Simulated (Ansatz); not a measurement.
`F[Si]N([SiH3])[SiH3]` + `CNC` → `CN(C)[Si]F` + `[SiH3]N[SiH3]`  (ligand exchange at the Si–N bond)

Program: Ansatz. Geometries: PBE0-D4/def2-TZVP. ΔE: electronic, gas phase. CCSD(T)/CBS adds triple-zeta CCSD(T) − MP2 to the extrapolated MP2 energy (def2 sets, frozen cores). This one scheme is used for every species. DFT in def2-TZVPP. B3LYP here is the variant with VWN-RPA as its local correlation; programs differ in this. HSE06 is defined as in plane-wave codes. Each species was taken in one conformer, which may not be the lowest.

`F[Si]N([SiH3])[SiH3]`:

Z-matrix (Å, degrees):
```
Si
N 1 1.749
H 1 1.485 2 110.5
H 1 1.485 2 110.5 3 -120.5
H 1 1.486 2 107.4 3 119.8
Si 2 1.724 1 119.2 3 -119.7
Si 2 1.760 1 118.4 3 60.4
F 6 1.626 2 98.9 1 -179.8
H 7 1.482 2 111.0 1 118.1
H 7 1.482 2 111.0 1 -119.1
H 7 1.488 2 106.5 1 -0.5
```

`CNC`:

```xyz
10

C     1.156   -0.350   -0.047
N     0.001    0.266   -0.659
C    -1.190    0.146    0.149
H     2.039   -0.184   -0.667
H     0.999   -1.431    0.020
H     1.373    0.014    0.972
H     0.192    1.241   -0.846
H    -1.473   -0.908    0.227
H    -2.019    0.675   -0.326
H    -1.077    0.532    1.177
```

`CN(C)[Si]F`:

```xyz
11

C    -0.421    0.487   -1.243
N     0.125    0.328    0.087
C     0.002   -1.014    0.610
Si    0.823    1.690    0.849
F     1.273    1.025    2.262
H    -0.297    1.521   -1.579
H    -1.491    0.249   -1.263
H     0.085   -0.169   -1.961
H    -1.051   -1.316    0.661
H     0.429   -1.067    1.610
H     0.524   -1.732   -0.033
```

`[SiH3]N[SiH3]`:

```xyz
10

Si   -0.348    0.712    1.345
N    -0.306    0.424   -0.356
Si    0.461   -0.857   -1.221
H     0.619   -0.219    1.976
H    -1.697    0.480    1.931
H     0.029    2.119    1.655
H    -0.853    1.062   -0.919
H     1.322   -1.587   -0.259
H     1.289   -0.324   -2.337
H    -0.517   -1.811   -1.816
```

```json
{"level": "LDA (SPW92)", "ΔE (kJ/mol)": "-15.1", "difference from CCSD(T)/CBS": "-7.5"}
{"level": "PBE-D4", "ΔE (kJ/mol)": "-9.0", "difference from CCSD(T)/CBS": "-1.4"}
{"level": "BLYP-D4", "ΔE (kJ/mol)": "-9.6", "difference from CCSD(T)/CBS": "-2.0"}
{"level": "B97M-V", "ΔE (kJ/mol)": "-10.4", "difference from CCSD(T)/CBS": "-2.8"}
{"level": "PBE0-D4", "ΔE (kJ/mol)": "-8.2", "difference from CCSD(T)/CBS": "-0.6"}
{"level": "B3LYP-D4", "ΔE (kJ/mol)": "-9.1", "difference from CCSD(T)/CBS": "-1.5"}
{"level": "r2SCANh-D4", "ΔE (kJ/mol)": "-9.8", "difference from CCSD(T)/CBS": "-2.2"}
{"level": "r2SCAN0-D4", "ΔE (kJ/mol)": "-9.0", "difference from CCSD(T)/CBS": "-1.4"}
{"level": "HSE06-D4", "ΔE (kJ/mol)": "-8.1", "difference from CCSD(T)/CBS": "-0.5"}
{"level": "BHLYP-D4", "ΔE (kJ/mol)": "-5.9", "difference from CCSD(T)/CBS": "1.7"}
{"level": "CAM-B3LYP-D4", "ΔE (kJ/mol)": "-11.3", "difference from CCSD(T)/CBS": "-3.7"}
{"level": "ωB97X-V", "ΔE (kJ/mol)": "-8.3", "difference from CCSD(T)/CBS": "-0.7"}
{"level": "ωB97M-V", "ΔE (kJ/mol)": "-6.3", "difference from CCSD(T)/CBS": "1.3"}
{"level": "B2PLYP", "ΔE (kJ/mol)": "-11.4", "difference from CCSD(T)/CBS": "-3.8"}
{"level": "PBE-QIDH", "ΔE (kJ/mol)": "-8.7", "difference from CCSD(T)/CBS": "-1.1"}
{"level": "PBE", "ΔE (kJ/mol)": "-11.6", "difference from CCSD(T)/CBS": "-4.0"}
{"level": "revPBE", "ΔE (kJ/mol)": "-11.2", "difference from CCSD(T)/CBS": "-3.6"}
{"level": "r2SCAN", "ΔE (kJ/mol)": "-10.9", "difference from CCSD(T)/CBS": "-3.3"}
{"level": "B3LYP", "ΔE (kJ/mol)": "-13.6", "difference from CCSD(T)/CBS": "-6.0"}
{"level": "r2SCANh", "ΔE (kJ/mol)": "-10.4", "difference from CCSD(T)/CBS": "-2.8"}
{"level": "r2SCAN0", "ΔE (kJ/mol)": "-9.7", "difference from CCSD(T)/CBS": "-2.1"}
{"level": "BHLYP", "ΔE (kJ/mol)": "-11.8", "difference from CCSD(T)/CBS": "-4.2"}
{"level": "CAM-B3LYP", "ΔE (kJ/mol)": "-13.9", "difference from CCSD(T)/CBS": "-6.3"}
{"level": "LC-ωPBE", "ΔE (kJ/mol)": "-11.4", "difference from CCSD(T)/CBS": "-3.8"}
{"level": "RPA@PBE/def2-TZVPP", "ΔE (kJ/mol)": "-6.6", "difference from CCSD(T)/CBS": "1.0"}
{"level": "HF/def2-SVP", "ΔE (kJ/mol)": "-6.5", "difference from CCSD(T)/CBS": "1.1"}
{"level": "MP2/def2-SVP", "ΔE (kJ/mol)": "-8.5", "difference from CCSD(T)/CBS": "-0.9"}
{"level": "CCSD/def2-SVP", "ΔE (kJ/mol)": "-6.0", "difference from CCSD(T)/CBS": "1.6"}
{"level": "CCSD(T)/def2-SVP", "ΔE (kJ/mol)": "-5.9", "difference from CCSD(T)/CBS": "1.7"}
{"level": "HF/def2-TZVPP", "ΔE (kJ/mol)": "-8.0", "difference from CCSD(T)/CBS": "-0.4"}
{"level": "MP2/def2-TZVPP", "ΔE (kJ/mol)": "-8.9", "difference from CCSD(T)/CBS": "-1.3"}
{"level": "SCS-MP2/def2-TZVPP", "ΔE (kJ/mol)": "-8.8", "difference from CCSD(T)/CBS": "-1.2"}
{"level": "CCSD/def2-TZVPP", "ΔE (kJ/mol)": "-7.4", "difference from CCSD(T)/CBS": "0.2"}
{"level": "CCSD(T)/def2-TZVPP", "ΔE (kJ/mol)": "-7.1", "difference from CCSD(T)/CBS": "0.5"}
{"level": "HF/def2-QZVPP", "ΔE (kJ/mol)": "-8.0", "difference from CCSD(T)/CBS": "-0.4"}
{"level": "MP2/def2-QZVPP", "ΔE (kJ/mol)": "-9.2", "difference from CCSD(T)/CBS": "-1.6"}
{"level": "SCS-MP2/def2-QZVPP", "ΔE (kJ/mol)": "-9.2", "difference from CCSD(T)/CBS": "-1.6"}
{"level": "HF/CBS(def2)", "ΔE (kJ/mol)": "-8.0", "difference from CCSD(T)/CBS": "-0.4"}
{"level": "MP2/CBS(def2)", "ΔE (kJ/mol)": "-9.4", "difference from CCSD(T)/CBS": "-1.8"}
{"level": "CCSD/CBS(def2)", "ΔE (kJ/mol)": "-7.9", "difference from CCSD(T)/CBS": "-0.3"}
{"level": "CCSD(T)/CBS", "ΔE (kJ/mol)": "-7.6", "difference from CCSD(T)/CBS": "0"}
```

Largest T1 diagnostic among the species: 0.014.

Leaving LDA and LC-ωPBE aside and taking each functional with its dispersion term where it has one, the values spread over 5.5 kJ/mol, from B2PLYP to BHLYP-D4. LDA lies −3.5 kJ/mol from PBE without D4. The D4 term adds +4.5 kJ/mol with B3LYP and +2.4 kJ/mol with PBE0; it sums over pairs of atoms, weighted by their polarisabilities, and B3LYP, whose exchange is more repulsive, gets the larger term.
